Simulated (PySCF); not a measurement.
C4H7NSi, SMILES `C=C[C@@H]([SiH3])C#N`, neutral singlet in the gas phase. 

Cartesian coordinates (Å):
SMILES: [C@@H](C=C)(C#N)[SiH3]
```xyz
13

C     -1.7252    -1.2043     0.4497
C     -1.0344    -0.3641    -0.3079
C      0.0009     0.5948     0.2202
Si     1.7552    -0.1317    -0.0762
C     -0.0856     1.9071    -0.3961
N     -0.1194     2.9339    -0.9159
H     -1.6133    -1.2270     1.5275
H     -2.4292    -1.9005     0.0146
H     -1.1685    -0.3606    -1.3842
H     -0.1092     0.7092     1.3025
H      2.7750     0.8498     0.3505
H      1.8543    -1.3671     0.7293
H      1.8993    -0.4394    -1.5140
```
Charge 0, spin multiplicity 1.

All levels are single points at this geometry (B3LYP-D3(BJ)/def2-TZVP); Pople sets use spherical d functions. Orbital energies aren't observables, and empty levels follow the basis.

```json
[
 {"level": "B3LYP-D3(BJ)/def2-TZVP in PySCF", "HOMO (eV)": "-7.69", "LUMO (eV)": "-0.83", "gap (eV)": "6.86", "dipole (D)": "4.03", "vertical IE, Delta-SCF (eV)": "9.81"},
 {"level": "M06-2X/def2-TZVP in PySCF", "HOMO (eV)": "-9.04", "LUMO (eV)": "0.29", "gap (eV)": "9.33", "dipole (D)": "4.09", "vertical IE, Delta-SCF (eV)": "10.02"},
 {"level": "B3LYP/3-21G in PySCF", "HOMO (eV)": "-7.39", "LUMO (eV)": "-0.16", "gap (eV)": "7.23", "dipole (D)": "3.63", "vertical IE, Delta-SCF (eV)": "–"},
 {"level": "B3LYP/6-311+G** in PySCF", "HOMO (eV)": "-7.71", "LUMO (eV)": "-0.89", "gap (eV)": "6.81", "dipole (D)": "4.09", "vertical IE, Delta-SCF (eV)": "–"},
 {"level": "M06-2X/6-31G* in PySCF", "HOMO (eV)": "-8.81", "LUMO (eV)": "0.75", "gap (eV)": "9.56", "dipole (D)": "3.88", "vertical IE, Delta-SCF (eV)": "–"},
 {"level": "HF/STO-3G in PySCF", "HOMO (eV)": "-8.43", "LUMO (eV)": "8.08", "gap (eV)": "16.51", "dipole (D)": "3.37", "vertical IE, Delta-SCF (eV)": "–"}
]
```
